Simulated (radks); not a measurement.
Results of a calculation; reference values are marked as such.
All-electron atom: the silver ion Ag3+ in [Kr] 4d8. Level of theory: Dirac Kohn-Sham, exchange-only PBE, spin-unpolarised, spherical densities, finite nucleus; open shells fill j = l - 1/2 first; Fermi nuclear charge, rms radius 4.5454 fm (a radial shooting solver on a logarithmic mesh with Libxc functionals). Some entries of the table are withheld. Estimate them.

orbital  occ.  eigenvalue (hartree)  <1/r> (bohr^-1)
1s1/2       2             -931.7349              (1)
2s1/2       2             -138.3522            11.39
2p1/2       2                   (2)            11.37
2p3/2       4                   (3)            10.68
3s1/2       2             -26.49982              (4)
3p1/2       2             -22.65097            3.889
3p3/2       4             -21.51359            3.722
3d3/2       4             -14.69948            3.558
3d5/2       6             -14.47036            3.515
4s1/2       2                   (5)            1.531
4p1/2       2              -3.63837              (6)
4p3/2       4              -3.44615              (7)
4d3/2       4              -1.57427            1.067
4d5/2       4              -1.54982            1.054

Answer. 
(1) 1s1/2 <1/r> (bohr^-1): 49.44
(2) 2p1/2 eigenvalue (hartree): -128.6754
(3) 2p3/2 eigenvalue (hartree): -122.2313
(4) 3s1/2 <1/r> (bohr^-1): 3.983
(5) 4s1/2 eigenvalue (hartree): -4.85950
(6) 4p1/2 <1/r> (bohr^-1): 1.414
(7) 4p3/2 <1/r> (bohr^-1): 1.362
